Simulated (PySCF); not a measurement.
## Ionisation energy of Ni²⁺ by level of theory

Ni²⁺ [Ar] 3d8 (3F) → Ni³⁺ [Ar] 3d7 (4F), as a difference of total energies. Calculation: PySCF 2.14, in x2c-TZVPPall with one added diffuse shell each of s, p, d, f type (7s6p5d3f1g, 80 functions); the spin-free X2C one-electron Hamiltonian (Gaussian nucleus). Correlated levels: valence and next inner shell: [Ne] frozen. The calculations carry no spin-orbit coupling.

```csv
method,ionisation energy (eV),difference from reference (eV)
UHF,32.599,-2.588
MP2 (valence and next inner shell),35.388,+0.201
SCS-MP2 (valence and next inner shell),35.151,-0.036
CCSD (valence and next inner shell),34.766,-0.421
CCSD(T) (valence and next inner shell),34.854,-0.333
```

Reference: 35.187 ± 0.019 eV (measured; NIST Atomic Spectra Database, ionization energies).

The reference lies between the lowest fine-structure levels, while these numbers refer to the centres of the terms.

Errors of the correlated levels include the incompleteness of this basis and the frozen core.
